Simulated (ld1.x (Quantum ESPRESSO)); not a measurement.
# iridium TM: all-electron and pseudo phase curves

* Element: Ir (Z = 77)
* Generator: ld1.x (Quantum ESPRESSO) 7.5
* Type: norm-conserving Troullier–Martins (Kleinman–Bylander form)
* Functional: LDA (PZ)
* Relativity: scalar-relativistic
* Frozen core: [Kr] 4d10
* Valence charge: 31
* Reference configuration: 4f14 5s2 5p6 5d6 6s0 6p0 (charge +3)
* Partial waves: 5s (bound): rc 0.90 bohr; 5p (bound): rc 1.20 bohr; 5d (bound): rc 1.85 bohr; 4f (bound): rc 0.70 bohr
* Local potential: all-electron potential smoothed inside 0.55 bohr (lloc = -1)
* Core correction: Bessel-smoothed model core inside 0.65 bohr

The phase is arctan(r·u′/u) with u = r·R(r), unwrapped; energies in Ry, scanned from -12 to 5 Ry. A pole is an energy at which the radial function vanishes at the test radius. The pseudo phase is shifted by a multiple of π to meet the all-electron one at the reference energy, and phase errors are pseudo minus all-electron; the curves can meet again beyond the range given. Levels narrower than the energy grid can be missing from the lists of poles. n/a: not evaluated, since a narrow level or a reset projector energy made the automatic matching unsafe.

For each channel, where are the poles, and over which energies does the pseudopotential scatter like the atom?

```
channel  radius (bohr)  reference energy (Ry)  poles, all-electron  poles, pseudo  unbroken range about the reference energy with phases within 0.05 rad  phase error 1 Ry above the reference energy (rad)
      s           1.99                  -9.55          -9.39, 4.01   -9.39, -2.30                                                             below -4.3                                             -0.001
      p           1.99                  -6.35                -5.92          -5.92                                                             below -0.6                                             -0.000
      d           1.99                  -2.73                -1.33          -1.33                                                                    n/a                                                n/a
      f           1.99                  -6.94                 3.98           4.03                                                                    n/a                                                n/a
```

A Bessel basis up to 400 Ry misses an occupied level by 0.64 Ry, so cutoffs were not judged. Note: ghost states, extra bound levels that the all-electron valence spectrum of the same l lacks: s at -1467.6 eV, p at -706.1 eV, d at -131.7 eV, s at -37.9 eV (other channels not judged).

Phases in the p channel:

| E (Ry) | all-electron | pseudo |
| --- | --- | --- |
| -12.00 | 1.389 | 1.389 |
| -11.52 | 1.383 | 1.383 |
| -11.04 | 1.375 | 1.375 |
| -10.56 | 1.366 | 1.366 |
| -10.08 | 1.356 | 1.356 |
| -9.60 | 1.343 | 1.343 |
| -9.12 | 1.326 | 1.326 |
| -8.64 | 1.303 | 1.303 |
| -8.16 | 1.269 | 1.269 |
| -7.68 | 1.209 | 1.208 |
| -7.20 | 1.056 | 1.055 |
| -6.72 | 0.077 | 0.075 |
| -6.24 | -1.407 | -1.408 |
| -5.76 | -1.613 | -1.613 |
| -5.28 | -1.690 | -1.690 |
| -4.80 | -1.736 | -1.737 |
| -4.32 | -1.773 | -1.774 |
| -3.84 | -1.806 | -1.808 |
| -3.36 | -1.842 | -1.844 |
| -2.88 | -1.881 | -1.885 |
| -2.40 | -1.930 | -1.936 |
| -1.92 | -1.993 | -2.003 |
| -1.44 | -2.082 | -2.098 |
| -0.96 | -2.214 | -2.246 |
| -0.48 | -2.430 | -2.494 |
| 0.00 | -2.797 | -2.918 |
| 0.48 | -3.324 | -3.481 |
| 0.96 | -3.804 | -3.928 |
| 1.44 | -4.108 | -4.191 |
| 1.92 | -4.286 | -4.345 |
| 2.40 | -4.399 | -4.444 |
| 2.88 | -4.474 | -4.512 |
| 3.36 | -4.529 | -4.561 |
| 3.84 | -4.571 | -4.600 |
| 4.32 | -4.604 | -4.631 |
| 4.80 | -4.630 | -4.657 |
